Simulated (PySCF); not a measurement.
**Unknown compound**

The spectra below were simulated for a compound C3H10NPSi.

¹H NMR (500 MHz, computed): δ 6.32 (m, 1H), 5.30 (m, 2H), 4.01 (m, 1H), 3.94 (m, 1H), 2.72 (s, 3H), 1.07 (m, 2H).

¹³C{¹H} NMR (computed): δ 145.6 (CH), 85.4 (CH2), 34.8 (CH3).

Single conformer, non-relativistic, averaged over atoms made equivalent by symmetry, fast rotation or ring inversion, gas phase. Geometry: GFN2-xTB; shieldings: GIAO PBE0/pcSseg-1; PySCF.

References, each an isolated molecule treated in the same way: ¹H and ¹³C vs TMS.

Question: Deduce the structure.

Answer: 
- 3 carbon signals for 3 carbons: no two carbons are equivalent.
- Carbon types of the structure: 1 × CH, 1 × CH2, 1 × CH3, leaving 4 H on heteroatoms.
- δC 145.6: alkene carbon bearing nitrogen; an sp2 carbon further deshielded by the attached heteroatom.
- δC 85.4: β carbon of an enol-ether or enamine type C=C; the O or N lone pair pushes π density onto this β carbon and shields it.
- δC 34.8: methyl carbon bonded to N; pulled downfield by the heteroatom.
- δH 6.32: hydrogen on an alkene carbon bearing nitrogen; attached to an sp2 carbon and in the plane of the double bond.
- δH 4.01, 3.94: hydrogen on a β carbon of an enol-ether or enamine type C=C; lone-pair donation from O or N shields it, upfield of ordinary alkene protons.
- δH 2.72: hydrogen on a methyl carbon bonded to N; its carbon carries N, hence the downfield position.
- δH 1.07: hydrogen on a phosphorus bonded to Si.

These data were computed for SMILES C=CN(C)[SiH2]P.

This is the structure that produced the data.

Splittings by ³¹P in the carbon and heteronuclear signals aren't shown, as no couplings were computed. Shifts are as computed. Against solution values, carbons near 30 ppm lie about +3 ppm off and those near 130 ppm about +5 ppm. Of 1211 compounds with measured shifts, 218 miss one by over three times the rms of a fit or turn the order of signals round; such compounds aren't used in these exercises. No couplings were computed; multiplicities are counted from neighbouring protons, with m where these are inequivalent, close in shift, in a saturated or five-membered ring or joined by F or P, and br s for small geminal =CH2 splittings.
